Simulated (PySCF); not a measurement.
## Dipole moment and polarisability of (SiH3)2PPF2

Species: (SiH3)2PPF2, F2H6P2Si2.
Structure used (GFN2-xTB), in Å, numbered top down from 1:
```xyz
12
F2H6P2Si2 angstrom
F     -0.9062    2.7949   -0.3950
P      0.1092    1.6304   -0.8742
F      1.4378    2.5165   -0.6159
P      0.1385    0.4400    0.9357
Si     1.6695   -0.9460    0.0476
Si    -1.8045   -0.5399    0.3712
H      1.3519   -1.2959   -1.3408
H      1.6460   -2.1345    0.8956
H      2.9541   -0.2517    0.1131
H     -1.8992   -1.7206    1.2252
H     -1.8342   -0.9223   -1.0444
H     -2.8619    0.4283    0.6556
```

Level: PBE0/def2-SVPD (PySCF), static field, nuclei fixed, core orbitals frozen in the response. The polarisability tensor in these axes (au):

```
x   118.72  -1.76  -3.29
y    -1.76 112.03  -9.84
z    -3.29  -9.84  96.36
```

Question: Diagonalise the tensor; give its mean and Δα, where Δα² is half the sum of the squared differences of the eigenvalues.

Answer: Principal values 91.12, 116.76 and 119.23 au; mean 109.04 au = 16.16 Å³ = 17.98 × 10⁻⁴⁰ C²·m²/J; Δα = 26.97 au (25 % of the mean).

Question: What is the dipole moment, and where does it point?

Answer: (-0.33, -2.82, 0.05) D, 2.84 D in size, pointing from the negative to the positive side. Measured along this direction, the outermost atoms are F1 and F3 at the negative end and H10 and H8 at the positive end.

Question: Form Σ f/ω² (atomic units) for the 8 lowest TDDFT singlets, given as eV and f, and set it beside the mean polarisability, which is this sum over all singlets: 4.42, 0.0013; 5.40, 0.0005; 5.54, 0.0344; 5.83, 0.0996; 6.09, 0.0288; 6.15, 0.0331; 6.38, 0.0234; 6.61, 0.0583.

Answer: They add up to 5.70 au, 5.2 % of the 109.04 au; the largest single term is 2.17 au, from the state at 5.83 eV. Terms in order: 0.05, 0.01, 0.83, 2.17, 0.57, 0.65, 0.43, 0.99 au. Higher excitations give the rest. The strengths listed sum to 0.279.

Question: What would n − 1 = 2πNα be for an ideal gas of these molecules at 400 K and 1 atm, electronic part alone?

Answer: N = p/kT = 1.8347 × 10¹⁹ cm⁻³, so n − 1 = 2π × N × 16.16 × 10⁻²⁴ cm³ = 1863 × 10⁻⁶ at long wavelengths, for an ideal gas.

Question: Rayleigh depolarisation ratio (linearly polarised light, static tensor)?

Answer: ρ = 3Δα²/(45ᾱ² + 4Δα²) = 2181.5/(535026 + 2908.7) = 0.00406.

Question: Along which axes do the principal values lie, and how far do the nuclei extend along each?

Answer: Largest value along (0.99, -0.11, -0.09), where the nuclei span 5.88 Å; middle along (0.06, 0.90, -0.44), 4.82 Å; least along (0.13, 0.43, 0.89), 2.62 Å. The response follows the extents in order.

Isolated species at its GFN2-xTB geometry (one conformer only).
